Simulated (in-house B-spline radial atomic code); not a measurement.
Neutral antimony is squeezed into an impenetrable sphere of radius R (the orbitals vanish at R). No spin polarisation. Level of theory: scalar-relativistic (X2C) PBE, spherical fractional occupations, Fermi nucleus of rms radius 4.6802 fm; calculated with an all-electron radial atomic-structure program (B-spline basis).

Energies in eV above the free atom in [Kr] 4d10 5s2 5p3:

```json
{"R (bohr)": "7.86", "highest level (eV)": "-4.61", "[Kr] 4d10 5s2 5p3": "0.1295", "[Kr] 4d9 5s2 5p3 5f1": "52.54", "[Ar] 3d9 4s2 4p6 4d10 5s2 5p3 5f1": "548.8"}
{"R (bohr)": "5.67", "highest level (eV)": "-3.21", "[Kr] 4d10 5s2 5p3": "1.748", "[Kr] 4d9 5s2 5p3 5f1": "63.05", "[Ar] 3d9 4s2 4p6 4d10 5s2 5p3 5f1": "559.1"}
{"R (bohr)": "4.77", "highest level (eV)": "-1.07", "[Kr] 4d10 5s2 5p3": "5.438", "[Kr] 4d9 5s2 5p3 5f1": "73.38", "[Ar] 3d9 4s2 4p6 4d10 5s2 5p3 5f1": "569"}
{"R (bohr)": "4.15", "highest level (eV)": "2.12", "[Kr] 4d10 5s2 5p3": "12.41", "[Kr] 4d9 5s2 5p3 5f1": "87.43", "[Ar] 3d9 4s2 4p6 4d10 5s2 5p3 5f1": "582.5"}
{"R (bohr)": "3.66", "highest level (eV)": "6.8", "[Kr] 4d10 5s2 5p3": "24.71", "[Kr] 4d9 5s2 5p3 5f1": "108.2", "[Ar] 3d9 4s2 4p6 4d10 5s2 5p3 5f1": "602.6"}
{"R (bohr)": "2.94", "highest level (eV)": "22.2", "[Kr] 4d10 5s2 5p3": "75.06", "[Kr] 4d9 5s2 5p3 5f1": "180.5", "[Ar] 3d9 4s2 4p6 4d10 5s2 5p3 5f1": "672.4"}
{"R (bohr)": "2.66", "highest level (eV)": "34.5", "[Kr] 4d10 5s2 5p3": "121.5", "[Kr] 4d9 5s2 5p3 5f1": "241.4", "[Ar] 3d9 4s2 4p6 4d10 5s2 5p3 5f1": "731.3"}
{"R (bohr)": "2.38", "highest level (eV)": "54.6", "[Kr] 4d10 5s2 5p3": "205.1", "[Kr] 4d9 5s2 5p3 5f1": "345.4", "[Ar] 3d9 4s2 4p6 4d10 5s2 5p3 5f1": "831.8"}
{"R (bohr)": "1.6", "highest level (eV)": "241", "[Kr] 4d10 5s2 5p3": "1216", "[Kr] 4d9 5s2 5p3 5f1": "1488", "[Ar] 3d9 4s2 4p6 4d10 5s2 5p3 5f1": "1949"}
{"R (bohr)": "1.46", "highest level (eV)": "329", "[Kr] 4d10 5s2 5p3": "1792", "[Kr] 4d9 5s2 5p3 5f1": "2113", "[Ar] 3d9 4s2 4p6 4d10 5s2 5p3 5f1": "2567"}
```

(1) Does [Kr] 4d9 5s2 5p3 5f1 fall below [Kr] 4d10 5s2 5p3 under compression?

(2) Does [Ar] 3d9 4s2 4p6 4d10 5s2 5p3 5f1 fall below [Kr] 4d10 5s2 5p3 under compression?

The highest level is first positive in the row R = 4.15 bohr, pushed up by confinement above the zero of the free ion's potential. Each configuration is held fixed and needn't be the lowest in the sphere.

Results:

(1) No, it stays above over the whole range.

(2) No, it stays above over the whole range.
